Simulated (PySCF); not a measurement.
A structure optimised at B3LYP-D3(BJ)/def2-TZVP, used in a PySCF frequency run:

```xyz
7

C      0.0000     0.0000    -1.2658
C      0.0000     0.0000     0.1678
N      0.0000     0.0000     1.3058
H     -0.8952     0.5168    -1.6225
H      0.0000    -1.0337    -1.6225
H      0.8952     0.5168    -1.6225
H      0.0000     0.0000     2.3152
```
Charge +1, spin multiplicity 1.

### Question
Write its SMILES, formula and point group.

### Answer
CC#[NH+], C₂H₄N, C3v

### Question
What are its rotational constants (standard atomic weights)?

### Answer
156.41, 8.6697, 8.6697 GHz
